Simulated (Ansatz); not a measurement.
One geometry of Pb2S3, several levels of theory.

```yaml
crystal:
  periodic: [false, false, false]
  atoms:
    - {symbol: Pb, position_ang: [1.756809, -0.435640, -0.161455]}
    - {symbol: Pb, position_ang: [-1.540912, 0.888071, -0.373044]}
    - {symbol: S, position_ang: [-0.183334, -0.166797, 1.813944]}
    - {symbol: S, position_ang: [0.656224, 1.375149, -1.624638]}
    - {symbol: S, position_ang: [-0.688798, -1.660792, 0.345184]}
basis:
  gaussian: {orbitals: def2-TZVP, initial_orbitals: start.molden}
hamiltonian: {xc: pbe}
correlation: {method: rpa}
scf: {omitted_lower_state_checks: [starts]}
```

The file start.molden holds the orbitals of an earlier run on this structure, at another level or in another basis.

```sh
$ ansatz run in.yaml --threads 4 --pin off --events-out ev --progress --plain --max-ram 4787MiB
```

It prints (some lines left out):

```
Functional definition: PBE
  name "PBE"
  cite "Perdew, Burke & Ernzerhof, Phys. Rev. Lett. 77, 3865 (1996) doi:10.1103/PhysRevLett.77.3865"
  parent pbe
  parameter kappa = 0.804
  parameter beta = 0.06672455060314922
  exchange = pbe_x(kappa = kappa, mu = beta*pi^2/3)
  correlation = pbe_c(beta = beta)
these checks for a lower state are left out or cut short: starts
1634 factors; integrals over basis functions are off by at most 8.6e-4 eV
mean field evaluation 1: about -42996.8987 eV, gradient 1.4e1 eV
mean field evaluation 2: about -42997.0609 eV, gradient 2.6e-1 eV
mean field evaluation 4: about -42997.0586 eV, gradient 9.8e-4 eV
mean field evaluation 8: about -42997.0586 eV, gradient 2.7e-6 eV
mean field -42997.05863558 eV, -1580.1127604044 hartree, gradient 2.6e-6 eV, S^2 0.000000; 0 other end points of the search recorded, 0 dependent functions left out
23 core orbitals not correlated: weight in the atoms' cores, before any rotation towards them, 1.000 or more for the frozen orbitals, at most 0.000 for the correlated occupied ones
reference -42895.01768717 eV, -1576.3628247161 hartree; 23, 23 occupied and 165, 165 virtual orbitals, 1634 factors
Total energy: -42944.64371054 eV, -1578.1865474374 hartree
Checks for a lower state left out: starts
```

Run time 7 s (4 threads of Arm Neoverse V2 on a shared host), peak host memory 0.61 GiB.

First input, but with `gaussian: {orbitals: def2-SVP, initial_orbitals: start.molden}`, `hamiltonian: {xc: pbe0, dispersion: d4}`, `output: {orbitals: {seedname: orbitals}}` and without the key `correlation` (abridged; 1.7 s):

```
Functional definition: PBE0
mean field -42985.89922390 eV, -1579.7026595892 hartree, gradient 1.8e-5 eV, S^2 0.000000
Total energy: -42986.22643417 eV, -1579.7146843450 hartree
Checks for a lower state left out: starts
```

First input, but with `hamiltonian: {xc: {name: revPBE}, dispersion: d4}`, `output: {orbitals: {seedname: orbitals}}` and without the key `correlation` (abridged; 2.4 s):

```
Functional definition: revPBE
mean field -43007.39629188 eV, -1580.4926622663 hartree, gradient 2.4e-5 eV, S^2 0.000000
Total energy: -43008.13762097 eV, -1580.5199056078 hartree
Checks for a lower state left out: starts
```

Geometry: r2SCAN-D4/def2-SVP.

In the def2 sets Pb takes a core potential; there is no spin–orbit coupling. Correlated methods freeze 23 core orbitals; core or outer-core shells of Pb are correlated, in sets that lack core-valence functions. The structure comes from a short search, and lower isomers may exist.
